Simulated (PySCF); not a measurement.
Os(O)4 anion (O₄Os), SMILES [O]=[Os](=[O])(=[O])=[O] (connectivity only; charge and spin as stated), charge -1, multiplicity 2. Atoms are numbered in the order given.

```xyz
5

Os     0.0000     0.0000     0.0000
O      1.0556     1.0556    -0.9252
O      1.0556    -1.0556     0.9252
O     -1.0556    -1.0556    -0.9252
O     -1.0556     1.0556     0.9252
```
Charge -1, spin multiplicity 2.

The structure is a stationary point at B3LYP-D3(BJ)/def2-SVPD. The spin state was assumed, not searched. The isomer is the one that the SMILES or the coordinates give; other isomers of the formula were not compared. The def2 effective core potentials stand for the cores of Os; spin–orbit coupling is left out.

All values below come from PBE/def2-SVPD in PySCF.

 A positive occupied level means that this level leaves the electron formally unbound; only the finite basis holds it.

| Item | Value |
|---|---|
| total energy | -391.27450 hartree |
| point group | D2d |
| α spin, highest occupied and lowest empty level | 0.91 and 1.21 eV |
| β spin, highest occupied and lowest empty level | -2.26 and 1.40 eV |
| dipole moment about the centre of nuclear charge | 0.00 D |
| mean static polarisability | 63.5 bohr³ (9.41 Å³) |
| polarisability, principal values | 60.0, 65.2, 65.2 bohr³ |
| ⟨S²⟩ | 0.752 (pure state 0.75) |
